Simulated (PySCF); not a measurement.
SMILES CC(C)/C=C\c1sccc1 (C9H12S) (GFN2-xTB optimised geometry):

```
22

C     -3.312    -1.230    -1.040
C     -2.119    -0.734    -0.224
C     -2.575    -0.278     1.166
C     -1.098    -1.820    -0.086
C      0.228    -1.693     0.010
C      1.046    -0.511     0.000
C      2.418    -0.511     0.000
C      2.987     0.776     0.000
C      2.049     1.759     0.010
S      0.452     1.126     0.014
H     -3.792    -2.070    -0.542
H     -2.992    -1.551    -2.029
H     -4.046    -0.436    -1.157
H     -1.677     0.124    -0.741
H     -3.015    -1.111     1.711
H     -1.732     0.103     1.738
H     -3.318     0.511     1.079
H     -1.508    -2.821    -0.043
H      0.817    -2.599     0.105
H      3.000    -1.416    -0.004
H      4.046     0.963    -0.004
H      2.191     2.821     0.011
```

Calculation: PBE/def2-SVP run with PySCF.

What are the frontier orbital energies and the dipole moment?

HOMO-2 -7.08 eV, HOMO-1 -6.13 eV, HOMO -5.09 eV, LUMO -1.71 eV, LUMO+1 0.11 eV; dipole moment 0.16 D.

Meta-Löwdin charges at PBE/def2-SVP: C1 -0.30, C2 -0.05, C3 -0.30, C4 -0.11, C5 -0.12, C6 -0.10, C7 -0.14, C8 -0.13, C9 -0.24, S10 0.25, H11 0.09, H12 0.10, H13 0.10, H14 0.09, H15 0.10, H16 0.10, H17 0.10, H18 0.10, H19 0.11, H20 0.11, H21 0.12, H22 0.13.
